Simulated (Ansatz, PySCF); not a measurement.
Species: sum formula SnOCl₂ (charge 0, singlet). 
Structure (B3LYP-D3(BJ)/def2-TZVP (Ansatz, a quantum-chemistry and plane-wave program) minimum search):
```xyz
4

Sn    -0.2739    -0.2461    -0.0432
O     -1.6230    -1.4586    -0.2557
Cl    -0.2061     1.9614    -0.7536
Cl     1.7754    -0.5511     1.0009
```
Charge 0, spin multiplicity 1.

Property: atomisation energy (electronic, to ground-state atoms), in kcal/mol. Correlated levels leave the core frozen unless marked. UHF or UKS for open shells. Spin-orbit coupling is left out. Frozen are the shells of the preceding noble gas and the d and f shells that filled before the atom's block. Past Kr the def2 sets carry scalar-relativistic core potentials. The coupled-cluster limit lacks core correlation, which all-electron functionals hold. Basis-set limits of correlation are two-point, X^-3; Hartree-Fock from the larger set.

| level | program | atomisation energy (kcal/mol) |
|---|---|---|
| HF-D3(BJ)/def2-TZVPD | PySCF + dftd3 | 139.5 |
| PBE-D3(BJ)/def2-TZVPD | Ansatz + dftd3 | … |
| BLYP/def2-TZVPD | Ansatz | … |
| revPBE-D3(BJ)/def2-TZVPD | Ansatz + dftd3 | … |
| r2SCAN/def2-TZVPD | Ansatz | 247.1 |
| B97M-V/def2-TZVPD | Ansatz | 254.0 |
| PBE0/def2-SVP | Ansatz | … |
| PBE0-D4/def2-TZVP | Ansatz + dftd4 | 239.5 |
| BHLYP/def2-TZVPD | Ansatz | 207.4 |
| HSE06-D3(BJ)/def2-TZVPD | Ansatz + dftd3 | 239.6 |
| wB97X-V/def2-TZVPD | Ansatz | 242.3 |
| B2PLYP-D3(BJ)/def2-TZVPD | Ansatz + dftd3 | 242.7 |
| SCS-MP2/def2-SVP | Ansatz | 210.8 |
| CCSD/def2-SVP | Ansatz | 193.7 |
| CCSD(T)/CBS(def2-TZVPPD,def2-QZVPPD) | Ansatz | 248.3 |

### Question
Complete the blanks.

### Answer

- PBE-D3(BJ)/def2-TZVPD, atomisation energy (kcal/mol): 259.9
- BLYP/def2-TZVPD, atomisation energy (kcal/mol): 241.7
- revPBE-D3(BJ)/def2-TZVPD, atomisation energy (kcal/mol): 246.8
- PBE0/def2-SVP, atomisation energy (kcal/mol): 225.9
